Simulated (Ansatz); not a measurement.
System: sum formula H$_{3}$SiO (charge -1, singlet). It need not be the lowest isomer of its formula. Whether it binds its extra electron was not tested at this geometry. 
Structure (B3LYP-D3(BJ)/def2-TZVP (Ansatz, an electronic-structure program) minimum search):
```xyz
5

Si    -0.3912    -0.0039    -0.1429
O      1.0780     0.0108     0.3939
H     -0.7741    -1.1285    -1.1052
H     -1.5129    -0.1205     0.8893
H     -0.8602     1.2174    -0.9340
```
Charge -1, spin multiplicity 1.

Basis-set convergence of Hartree-Fock and CCSD(T) correlation energies (hartree) with Ansatz. Correlated levels leave the core frozen unless marked. Spin-orbit coupling is left out. Non-relativistic.

```json
[
 {"basis": "aug-cc-pV(D+d)Z", "functions": "82", "E(HF)": "-365.58253", "E(corr, CCSD(T))": "-0.36721"},
 {"basis": "aug-cc-pV(T+d)Z", "functions": "170", "E(HF)": "-365.61972", "E(corr, CCSD(T))": "-0.43562"},
 {"basis": "aug-cc-pV(Q+d)Z", "functions": "307", "E(HF)": "-365.62841", "E(corr, CCSD(T))": "-0.45837"}
]
```

Extrapolating the two largest sets (X = 3 and 4) as X^-3: E(corr) = (64·(-0.45837) - 27·(-0.43562))/37 = -0.4750 Eh, an estimate of the basis-set limit. The largest set recovers 96.5 % of it, the smallest 77.3 %.
